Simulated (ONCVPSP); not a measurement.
Cutoff test, bismuth (Bi), ONCV

ONCVPSP 4.0.1 input, shortened (lines: element, Z, core and valence counts, functional; n l f; lmax; l rc ep ncon nbas qcut; lloc lpopt rc5 dvloc0; l nproj debl; icmod fcfact rcfact), BLYP, fully relativistic:

```
  Bi 83.00   12    3  -106131      upf
    1    0    2.00
    2    0    2.00
    2    1    6.00
    3    0    2.00
    3    1    6.00
    3    2   10.00
    4    0    2.00
    4    1    6.00
    4    2   10.00
    4    3   14.00
    5    0    2.00
    5    1    6.00
    5    2   10.00
    6    0    2.00
    6    1    3.00
    2
    0    1.55    0.00    3    7    3.70
    1    2.35    0.00    4    7    3.30
    2    1.20    0.00    4    7    7.90
    4    1    1.10    1.00
    0    3    1.80
    1    2    2.80
    2    1    0.60
    2    0.65    0.70
```

Open shells are filled in proportion to 2j + 1.

Question: For each optimised wave give the share of its norm inside rc, the residual kinetic energy above qcut (Ha) and the cutoffs (Ha) for errors of 10, 1, 0.1 and 0.01 mHa per electron.

Answer:

```
               wave  norm inside rc  residual KE  10 mHa  1 mHa  0.1 mHa  0.01 mHa
                 6s           0.182      4.5e-03     5.1   50.4     69.1     115.6
      s projector 2           0.130      1.1e-02     6.8    9.7     86.4     104.0
      s projector 3           0.088      7.7e-02     8.5   12.8     20.1     102.3
           6p j=3/2           0.261      7.7e-04     1.8    5.2     15.4      23.9
p projector 2 j=3/2           0.147      6.4e-02     7.5   14.5     25.9      36.7
           6p j=1/2           0.402      2.0e-03     1.9    7.7     23.1      27.5
p projector 2 j=1/2           0.165      6.8e-02     7.8   25.7     32.8      37.0
           5d j=5/2           0.510      2.8e-04    20.1   25.0     82.2     118.2
           5d j=3/2           0.548      2.0e-04    21.7   26.4     62.2     116.5
```

The occupied waves need 50 Ha and 82 Ha for 1 and 0.1 mHa. Note: ghosts flagged at negative energy: s at -162.7 eV, p3/2 at -0.75 eV; GHOST(+) flagged for p1/2 at 26.5 eV, s at 267.5 eV. A true bound ghost makes a file unfit for plane-wave use. 3 of 4 tests not solved or not reliable.
